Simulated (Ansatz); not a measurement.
Two isomers of C8H16: A = `C=CCCCCCC`, B = `C=C(C)C(CC)CC`.

Isolated molecules relaxed with PBE0-D4/def2-TZVP in Ansatz; ΔE leaves out vibrations. CCSD(T)/CBS is the MP2 limit (def2-TZVPP, def2-QZVPP) plus CCSD(T) − MP2 in def2-TZVPP, frozen cores. DFT in def2-TZVPP. Each species was taken in one conformer, which may not be the lowest.

A:

Z-matrix (Å, degrees):
```
C
C 1 1.492
C 1 1.531 2 113.7
H 1 1.096 2 109.1 3 122.1
H 1 1.094 2 109.2 3 -121.9
C 2 1.326 1 124.8 3 114.3
H 2 1.089 1 116.6 3 -65.3
C 3 1.523 1 115.3 2 58.0
H 3 1.096 1 108.3 2 -179.6
H 3 1.095 1 108.5 2 -64.4
H 6 1.084 2 121.8 1 -179.6
H 6 1.086 2 121.3 1 0.7
C 8 1.520 3 114.5 1 59.6
H 8 1.096 3 109.8 1 -63.8
H 8 1.096 3 108.4 1 -178.7
C 13 1.520 8 113.1 3 175.7
H 13 1.098 8 109.4 3 53.7
H 13 1.096 8 110.1 3 -62.3
C 16 1.519 13 113.1 8 179.7
H 16 1.096 13 109.2 8 -58.0
H 16 1.096 13 109.1 8 57.4
H 19 1.094 16 111.1 13 59.7
H 19 1.094 16 111.1 13 -59.8
H 19 1.092 16 111.7 13 180.0
```

B:

```xyz
24

C     1.776   -1.234   -0.301
C     1.005   -0.215    0.063
C     1.578    0.990    0.743
C    -0.482   -0.229   -0.193
C    -0.920    0.903   -1.126
C    -0.228    0.891   -2.477
C    -1.293   -0.190    1.106
C    -0.990   -1.333    2.057
H     1.361   -2.107   -0.794
H     2.846   -1.231   -0.121
H     1.394    1.900    0.164
H     1.124    1.148    1.726
H     2.655    0.888    0.880
H    -0.709   -1.179   -0.695
H    -2.003    0.823   -1.266
H    -0.754    1.866   -0.630
H    -0.600    1.692   -3.119
H    -0.397   -0.058   -2.994
H     0.853    1.014   -2.375
H    -1.126    0.769    1.609
H    -2.355   -0.205    0.839
H    -1.618   -1.282    2.949
H     0.054   -1.321    2.378
H    -1.169   -2.299    1.577
```

Task: Which is lower in electronic energy at CCSD(T)/CBS, and by how much? (An estimate is asked.)

Result: Computed: B, by 5.3 kcal/mol.

Task: Give E(B) − E(A) in kcal/mol with r2SCAN-D4, PBE-D4, ωB97M-V, CCSD/def2-TZVPP, CCSD(T)/def2-TZVPP, BLYP-D4, CCSD(T)/def2-SVP. (Estimate.)

Result: Ansatz gave: r2SCAN-D4 -5.6, PBE-D4 -5.4, ωB97M-V -5.4, CCSD/def2-TZVPP -4.6, CCSD(T)/def2-TZVPP -5.4, BLYP-D4 -5.6, CCSD(T)/def2-SVP -5.7. None reverses the order clearly.

Largest T1 diagnostic: 0.009.

Leaving LDA and LC-ωPBE aside and taking each functional with its dispersion term where it has one, the values, not all of them listed here, spread over 2.2 kcal/mol, from revPBE-D4 to B2PLYP. LDA lies −3.0 kcal/mol from PBE without D4. The D4 term adds −2.9 kcal/mol with B3LYP and −1.7 kcal/mol with PBE0; it sums over pairs of atoms, weighted by their polarisabilities, and B3LYP, whose exchange is more repulsive, gets the larger term.

B3LYP here is the variant with VWN-RPA as its local correlation; programs differ in this.
